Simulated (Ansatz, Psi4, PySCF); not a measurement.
isobutene (C4H8), singlet, at a GFN2-xTB geometry. Base run: B3LYP/STO-3G run with PySCF.

Geometry (Å):
```xyz
12

C     -0.0036    -0.0073     1.4495
C     -0.0003    -0.0006     0.1270
H     -0.0028     0.9039     2.0237
H     -0.0072    -0.9242     2.0146
C      0.0047     1.2673    -0.6722
H      0.0052     2.1400    -0.0249
H      0.8858     1.3055    -1.3123
H     -0.8731     1.3097    -1.3167
C     -0.0014    -1.2605    -0.6849
H     -0.0051    -2.1397    -0.0463
H     -0.8793    -1.2922    -1.3297
H      0.8796    -1.2965    -1.3254
```
Charge 0, spin multiplicity 1.
All else is at PySCF's defaults.

The same geometry, method and basis name were run in Ansatz (a quantum-chemistry and plane-wave program) and Psi4 and PySCF, at each program's defaults and at the settings that a row names. The base is PySCF at its defaults. Differences at the defaults can come from grids, fitting, cores and function types together.

| code and settings | ΔE vs base (µEh) | basis functions | E (Eh) | SCF cycles | dipole (D) |
|---|---|---|---|---|---|
| PySCF, defaults (exact integrals, its default grid, spherical functions) | 0.0 | 28 | -155.32701 | 7 | 0.44 |
| Psi4, defaults (density fitting with its default set, its default grid, spherical functions) | -1112 | 28 | -155.32812 | 7 | 0.44 |
| Ansatz, defaults (factorised integrals, its default grid, spherical functions) | 5.6 | 28 | -155.32700 | - | - |
| PySCF, density fitting with def2-universal-jkfit | -1112 | 28 | -155.32812 | 7 | 0.44 |
| PySCF, fine grid | 3.5 | 28 | -155.32700 | 7 | 0.44 |
| Psi4, exact integrals, spherical functions, fine grid | 3.5 | 28 | -155.32700 | 9 | 0.44 |
| Ansatz, high accuracy | 3.5 | 28 | -155.32700 | - | - |
